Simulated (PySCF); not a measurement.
Compound: C₆H₁₀F₂.
Atom-mapped SMILES: `[F:1][C:2]1([F:3])[CH2:4][CH2:5][CH2:6][CH2:7][CH2:8]1` (hydrogens: H9, H10 on C4; H11, H12 on C5; H13, H14 on C6; H15, H16 on C7; H17, H18 on C8)

Computed geometry: GFN2-xTB, gas phase.

Give the optimised bond lengths and angles.

```json
{"bond": "F1–C2, C2–F3", "length (Å)": "1.370", "order": "single"}
{"bond": "C2–C4, C2–C8", "length (Å)": "1.522", "order": "single"}
{"bond": "C4–C5, C7–C8", "length (Å)": "1.527", "order": "single"}
{"bond": "C5–C6, C6–C7", "length (Å)": "1.526", "order": "single"}
{"bond": "C4–H9 and 3 like bonds", "length (Å)": "1.091", "order": "single"}
{"bond": "C5–H11 and 3 like bonds", "length (Å)": "1.091", "order": "single"}
{"bond": "C6–H13, C6–H14", "length (Å)": "1.092", "order": "single"}
```

Bonds in one row agree within 0.01 Å and their mean is given. Orders are formal, as drawn. A selection of angles:
```json
{"angle": "F1–C2–F3", "degrees": "104.2"}
{"angle": "F1–C2–C4", "degrees": "109.9"}
{"angle": "C4–C2–C8", "degrees": "113.3"}
{"angle": "C2–C4–C5", "degrees": "110.2"}
{"angle": "C2–C4–H9", "degrees": "107.7"}
{"angle": "C2–C4–H10", "degrees": "108.6"}
{"angle": "C5–C4–H9", "degrees": "110.8"}
{"angle": "H9–C4–H10", "degrees": "108.5"}
{"angle": "C4–C5–C6", "degrees": "110.6"}
{"angle": "C4–C5–H11", "degrees": "109.3"}
{"angle": "C6–C5–H11", "degrees": "110.4"}
{"angle": "H11–C5–H12", "degrees": "108.1"}
{"angle": "C5–C6–C7", "degrees": "110.1"}
{"angle": "C5–C6–H13", "degrees": "109.7"}
{"angle": "H13–C6–H14", "degrees": "108.0"}
{"angle": "H17–C8–H18", "degrees": "108.5"}
```

Dihedral angles: F1–C2–C4–C5 69° (synclinal); C2–C4–C5–C6 56° (synclinal); C4–C5–C6–C7 -59° (synclinal); C5–C6–C7–C8 59° (synclinal); C6–C7–C8–C2 -56° (synclinal); F1–C2–C8–C7 -69° (synclinal).

Of the pairs four or more bonds apart, F1···H12 is among the closest relative to their van der Waals radii: 2.67 Å, 100 % of the sum of Bondi's values. The 6-membered ring C2–C4–C5–C6–C7–C8 has internal angles of 110.1° to 113.3° (sum 665°, against 720° for a flat polygon); it is puckered, 0.24 Å rms from its mean plane, widest ring torsion 59°.

Point group: Cs (every atom within 0.08 Å of its image). GFN2-xTB frequencies: not computed here. One conformer, not necessarily the lowest.
